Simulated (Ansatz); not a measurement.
One change: `C[Si](C)(S)S` becomes `C[Si](C)(F)S`.

Ansatz, PBE0-D4/def2-TZVP geometries, multiplicity 1. Each molecule was computed in one conformer, which needn't be the lowest.

```json
{"property": "LUMO energy (PBE0/def2-TZVPP) / eV", "`C[Si](C)(S)S`": "0.29"}
{"property": "HOMO energy (B3LYP/def2-TZVPP) / eV", "`C[Si](C)(S)S`": "-7.00"}
{"property": "size of the dipole moment (PBE/def2-TZVPP) / D", "`C[Si](C)(S)S`": "2.19"}
{"property": "HOMO–LUMO gap (ωB97M-V/def2-TZVPP) / eV", "`C[Si](C)(S)S`": "11.32"}
{"property": "size of the dipole moment (B3LYP/def2-TZVPP) / D", "`C[Si](C)(S)S`": "2.21"}
{"property": "LUMO energy (PBE/def2-TZVPP) / eV", "`C[Si](C)(S)S`": "-0.59"}
```

Q: Give the same properties after the change, and the shifts. (Estimate.)

A: Ansatz gave: 
```tsv
property	`C[Si](C)(F)S`	shift
LUMO energy (PBE0/def2-TZVPP) / eV	0.30	0.01
HOMO energy (B3LYP/def2-TZVPP) / eV	-7.13	-0.13
size of the dipole moment (PBE/def2-TZVPP) / D	2.63	0.44
HOMO–LUMO gap (ωB97M-V/def2-TZVPP) / eV	11.52	0.20
size of the dipole moment (B3LYP/def2-TZVPP) / D	2.68	0.47
LUMO energy (PBE/def2-TZVPP) / eV	-0.60	-0.01
```

The zero-point energy changes by -19.1 kJ/mol with -3 modes. Dipoles are sizes alone; their direction can turn.

B3LYP here is the variant with VWN-RPA as its local correlation; programs differ in this.
